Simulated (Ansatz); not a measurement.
Geometry optimisation, RKS B3LYP/def2-SVP (Ansatz 0.2.0).

The input (input.yaml):

```yaml
crystal:
  periodic: [false, false, false]
  atoms:
    - { symbol: B, position_ang: [-0.0888, 0.7659, -0.614] }
    - { symbol: H, position_ang: [-0.39, -0.6516, -1.0545] }
    - { symbol: Cl, position_ang: [1.1969, 1.4083, -1.5843] }
    - { symbol: Cl, position_ang: [-1.5961, 1.6247, -0.3922] }
    - { symbol: H, position_ang: [0.4563, -0.889, 0.9938] }
    - { symbol: O, position_ang: [0.5491, 0.3793, 0.9653] }
    - { symbol: H, position_ang: [-0.2209, -1.4317, -0.4819] }
    - { symbol: F, position_ang: [0.1359, -1.9575, 0.5443] }
    - { symbol: H, position_ang: [-0.0425, 0.7515, 1.6234] }
basis:
  gaussian: { orbitals: def2-SVP }
hamiltonian:
  xc: b3lyp
relax:
  f_tol: 0.15
  max_steps: 25
  restrain:
    - { distance: [0, 5], at: 2.8, k: 30.0 }
    - { distance: [4, 7], at: 2.18, k: 30.0 }
    - { distance: [6, 1], at: 1.92, k: 30.0 }
    - { distance: [0, 1], at: 1.15, k: 30.0 }
    - { distance: [4, 5], at: 0.97, k: 30.0 }
    - { distance: [6, 7], at: 0.88, k: 30.0 }
```

Run as:

```bash
$ ansatz run input.yaml --threads 2 --pin off --max-ram 3072MiB --backend cpu --events-out ev --progress --plain --runs-dir out
```

Question: Where does it end, and by what steps?

Answer: It converged. The restraints hold the end off the free minimum. After 9 steps the energy has fallen by 0.718 eV (the restraints' own energy left out); B1 moved furthest, 0.60 Å. Joined: B1–H2 (1.51 → 1.17 Å), H5–O6 (1.27 → 0.97 Å), H7–F8 (1.21 → 0.91 Å).

```tsv
step	energy less start (eV)	largest force component (eV/Å)	accepted
0	0.0000	2.342	yes
1	-0.4690	2.878	yes
2	-0.4291	4.138	yes
3	-0.5522	1.828	yes
4	-0.6202	0.823	yes
5	-0.5423	1.953	no
6	-0.6987	0.835	yes
7	-0.7112	0.832	yes
8	-0.7177	0.848	yes
9	-0.7183	0.871	yes
```

```xyz
9
Properties=species:S:1:pos:R:3
B -0.281 0.861 -1.176
H -0.409 -0.298 -1.310
Cl 1.118 1.658 -1.847
Cl -1.623 1.781 -0.514
H 0.577 -0.674 1.512
O 0.740 0.269 1.356
H -0.030 -1.871 -0.279
F -0.111 -2.434 0.435
H 0.018 0.709 1.824
```

The run took 15 s on 2 threads of Intel(R) Xeon(R) Platinum 8488C (Sapphire Rapids) (shared host), peak memory 0.21 GiB.
